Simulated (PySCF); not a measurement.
Isomers of C7H13NSi, mass 139.082 u with the commonest isotopes. The calculation used PBE0/pcSseg-1 in PySCF (dipole) on a GFN2-xTB geometry, gas phase. One conformer each, none proved a minimum here; rigid rotors.

Task: Order these by rotational constant C, largest first.
A. `[CH:1]#[C:2][C@:3]([CH3:4])([NH:5][SiH3:6])[CH:7]1[CH2:8][CH2:9]1` with C2–C3–N5–Si6 132°, C2–C3–C7–C8 89°
B. `[CH:1]#[C:2][Si@:3]1([CH3:4])[CH2:5][C@H:6]([CH2:7][NH2:8])[CH2:9]1` with C5–C6–C7–N8 62°, C6–C7–N8–H 61° and 180°, C2–Si3–C5–C6 -99°, Si3–C5–C6–C7 104°, C5–C6–C9–Si3 13°, C2–Si3–C9–C6 100°
C. `[CH3:1][C:2]#[C:3][C@H:4]1[CH2:5][CH2:6][N:7]([SiH3:8])[CH2:9]1` with C3–C4–C5–C6 105°, C4–C5–C6–N7 35°, C5–C6–N7–Si8 157°, C6–N7–C9–C4 33°
D. `[CH2:1]=[CH:2][CH2:3][C:4]1([SiH2:5][N:6]=[CH2:7])[CH2:8][CH2:9]1` with C1–C2–C3–C4 -117°, C2–C3–C4–Si5 65°, C3–C4–Si5–N6 168°, C4–Si5–N6–C7 119°
E. `[CH2:1]=[C:2]([SiH3:3])/[CH:4]=[N:5]\[CH:6]1[CH2:7][CH2:8][CH2:9]1` with C1–C2–C4–N5 -59°, C4–N5–C6–C7 -149°, N5–C6–C7–C8 -129°, C6–C7–C8–C9 13°, C7–C8–C9–C6 -13°, N5–C6–C9–C8 128°
F. `[CH:1]#[C:2][C@@H:3]1[CH2:4][Si@@H:5]([NH2:6])[CH2:7][C@@H:8]1[CH3:9]` with C4–Si5–N6–H 162° and -63°, C2–C3–C4–Si5 -160°, C3–C4–Si5–N6 -102°, C4–Si5–C7–C8 17°, Si5–C7–C8–C9 82°

Result: A (879.6 MHz), F (791.4 MHz), B (748.3 MHz), D (725.7 MHz), E (609.1 MHz), C (559.5 MHz).

Task: Order these by radius of gyration √(Σ m r²/M), largest first.
A. `[CH:1]#[C:2][C@:3]([CH3:4])([NH:5][SiH3:6])[CH:7]1[CH2:8][CH2:9]1` with C2–C3–N5–Si6 132°, C2–C3–C7–C8 89°
B. `[CH3:1][C:2]#[C:3][C@H:4]1[CH2:5][CH2:6][N:7]([SiH3:8])[CH2:9]1` with C3–C4–C5–C6 105°, C4–C5–C6–N7 35°, C5–C6–N7–Si8 157°, C6–N7–C9–C4 33°
C. `[CH:1]#[C:2][Si@:3]1([CH3:4])[CH2:5][C@H:6]([CH2:7][NH2:8])[CH2:9]1` with C5–C6–C7–N8 62°, C6–C7–N8–H 61° and 180°, C2–Si3–C5–C6 -99°, Si3–C5–C6–C7 104°, C5–C6–C9–Si3 13°, C2–Si3–C9–C6 100°
D. `[CH:1]#[C:2][C@@H:3]1[CH2:4][Si@@H:5]([NH2:6])[CH2:7][C@@H:8]1[CH3:9]` with C4–Si5–N6–H 162° and -63°, C2–C3–C4–Si5 -160°, C3–C4–Si5–N6 -102°, C4–Si5–C7–C8 17°, Si5–C7–C8–C9 82°
E. `[CH:1]#[C:2][C@@:3]([CH3:4])([CH2:5][SiH2:6][CH3:7])[N:8]=[CH2:9]` with C2–C3–C5–Si6 79°, C3–C5–Si6–C7 -162°, C2–C3–N8–C9 116°
F. `[CH2:1]=[C:2]([SiH3:3])/[CH:4]=[N:5]\[CH:6]1[CH2:7][CH2:8][CH2:9]1` with C1–C2–C4–N5 -59°, C4–N5–C6–C7 -149°, N5–C6–C7–C8 -129°, C6–C7–C8–C9 13°, C7–C8–C9–C6 -13°, N5–C6–C9–C8 128°

Result: B (2.612 Å), F (2.523 Å), C (2.301 Å), E (2.273 Å), D (2.223 Å), A (2.179 Å).

Task: Order these by out-of-plane moment Σ m c² = (Ia + Ib − Ic)/2, smallest first.
A. `[CH:1]#[C:2][Si@:3]1([CH3:4])[CH2:5][C@H:6]([CH2:7][NH2:8])[CH2:9]1` with C5–C6–C7–N8 62°, C6–C7–N8–H 61° and 180°, C2–Si3–C5–C6 -99°, Si3–C5–C6–C7 104°, C5–C6–C9–Si3 13°, C2–Si3–C9–C6 100°
B. `[CH2:1]=[CH:2][CH2:3][C:4]1([SiH2:5][N:6]=[CH2:7])[CH2:8][CH2:9]1` with C1–C2–C3–C4 -117°, C2–C3–C4–Si5 65°, C3–C4–Si5–N6 168°, C4–Si5–N6–C7 119°
C. `[CH:1]#[C:2][C@@H:3]1[CH2:4][Si@@H:5]([NH2:6])[CH2:7][C@@H:8]1[CH3:9]` with C4–Si5–N6–H 162° and -63°, C2–C3–C4–Si5 -160°, C3–C4–Si5–N6 -102°, C4–Si5–C7–C8 17°, Si5–C7–C8–C9 82°
D. `[CH3:1][C:2]#[C:3][C@H:4]1[CH2:5][CH2:6][N:7]([SiH3:8])[CH2:9]1` with C3–C4–C5–C6 105°, C4–C5–C6–N7 35°, C5–C6–N7–Si8 157°, C6–N7–C9–C4 33°
E. `[CH:1]#[C:2][C@@:3]([CH3:4])([CH2:5][SiH2:6][CH3:7])[N:8]=[CH2:9]` with C2–C3–C5–Si6 79°, C3–C5–Si6–C7 -162°, C2–C3–N8–C9 116°
F. `[CH:1]#[C:2][C@:3]([CH3:4])([NH:5][SiH3:6])[CH:7]1[CH2:8][CH2:9]1` with C2–C3–N5–Si6 132°, C2–C3–C7–C8 89°
G. `[CH2:1]=[C:2]([SiH3:3])/[CH:4]=[N:5]\[CH:6]1[CH2:7][CH2:8][CH2:9]1` with C1–C2–C4–N5 -59°, C4–N5–C6–C7 -149°, N5–C6–C7–C8 -129°, C6–C7–C8–C9 13°, C7–C8–C9–C6 -13°, N5–C6–C9–C8 128°

Result: B (45.15 u·Å²), D (45.66 u·Å²), C (48.46 u·Å²), G (55.81 u·Å²), A (61.14 u·Å²), F (85.87 u·Å²), E (91.11 u·Å²).

```json
{"SMILES": "C=C([SiH3])/C=N\\C1CCC1", "point group": "C1", "Ia (u·Å²)": "157.07", "Ib (u·Å²)": "784.26", "Ic (u·Å²)": "829.70", "κ": "-0.97", "μa (D)": "0.80", "μb (D)": "1.18", "μc (D)": "1.08"}
{"SMILES": "CC#C[C@H]1CCN([SiH3])C1", "point group": "C1", "Ia (u·Å²)": "146.01", "Ib (u·Å²)": "848.58", "Ic (u·Å²)": "903.27", "κ": "-0.98", "μa (D)": "0.99", "μb (D)": "0.25", "μc (D)": "0.25"}
{"SMILES": "C#C[Si@]1(C)C[C@H](CN)C1", "point group": "C1", "Ia (u·Å²)": "261.21", "Ib (u·Å²)": "536.40", "Ic (u·Å²)": "675.33", "κ": "-0.67", "μa (D)": "0.57", "μb (D)": "0.22", "μc (D)": "0.84"}
{"SMILES": "C=CCC1([SiH2]N=C)CC1", "point group": "C1", "Ia (u·Å²)": "231.34", "Ib (u·Å²)": "555.38", "Ic (u·Å²)": "696.42", "κ": "-0.75", "μa (D)": "0.43", "μb (D)": "0.10", "μc (D)": "1.21"}
{"SMILES": "C#C[C@@H]1C[Si@@H](N)C[C@@H]1C", "point group": "C1", "Ia (u·Å²)": "201.87", "Ib (u·Å²)": "533.61", "Ic (u·Å²)": "638.57", "κ": "-0.82", "μa (D)": "1.83", "μb (D)": "0.01", "μc (D)": "0.11"}
{"SMILES": "C#C[C@](C)(N[SiH3])C1CC1", "point group": "C1", "Ia (u·Å²)": "334.82", "Ib (u·Å²)": "411.46", "Ic (u·Å²)": "574.53", "κ": "0.11", "μa (D)": "0.54", "μb (D)": "0.16", "μc (D)": "0.03"}
{"SMILES": "C#C[C@@](C)(C[SiH2]C)N=C", "point group": "C1", "Ia (u·Å²)": "268.58", "Ib (u·Å²)": "541.12", "Ic (u·Å²)": "627.48", "κ": "-0.76", "μa (D)": "1.79", "μb (D)": "0.65", "μc (D)": "1.19"}
```
